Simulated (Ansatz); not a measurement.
Frontier orbitals of `[OH][GeH]([F])[SiH3]`.

```json
{"atom": "O1", "x (Å)": "-1.036", "y (Å)": "1.514", "z (Å)": "-0.815"}
{"atom": "Ge2", "x (Å)": "-0.017", "y (Å)": "0.068", "z (Å)": "-0.877"}
{"atom": "F3", "x (Å)": "1.537", "y (Å)": "0.574", "z (Å)": "-1.499"}
{"atom": "Si4", "x (Å)": "0.284", "y (Å)": "-0.663", "z (Å)": "1.370"}
{"atom": "H5", "x (Å)": "-1.257", "y (Å)": "1.862", "z (Å)": "-1.682"}
{"atom": "H6", "x (Å)": "-0.541", "y (Å)": "-0.910", "z (Å)": "-1.949"}
{"atom": "H7", "x (Å)": "1.221", "y (Å)": "-1.815", "z (Å)": "1.370"}
{"atom": "H8", "x (Å)": "-1.030", "y (Å)": "-1.087", "z (Å)": "1.915"}
{"atom": "H9", "x (Å)": "0.839", "y (Å)": "0.457", "z (Å)": "2.166"}
```

Charge 0, multiplicity 1. Correlated methods include outer-core shells of Ge, which these sets cover unevenly. Scalar relativity is left out up to krypton. All single points use the PBE0-D4/def2-TZVP geometry. It is one conformer, not always the lowest. Basis def2-TZVPP, Ansatz 0.2.0.

Orbital energies of one run (eV). Highest occupied ones, from the top: -7.35, -7.80, -8.39, -8.95, -8.96, -9.35, -9.78, -10.40, -11.94, -13.27, -14.81, -24.55, -27.82, -30.76. Empty: -1.35, -1.31, -0.98, 0.08, 0.42, 0.56.

(1) Which functional gave them?
A. ωB97X-V
B. LDA (SPW92)
C. r2SCAN0
D. B97M-V

Results:

(1) B. HOMO energies: LDA (SPW92) -7.35, B97M-V -7.71, r2SCAN0 -8.76, ωB97X-V -10.85 eV.
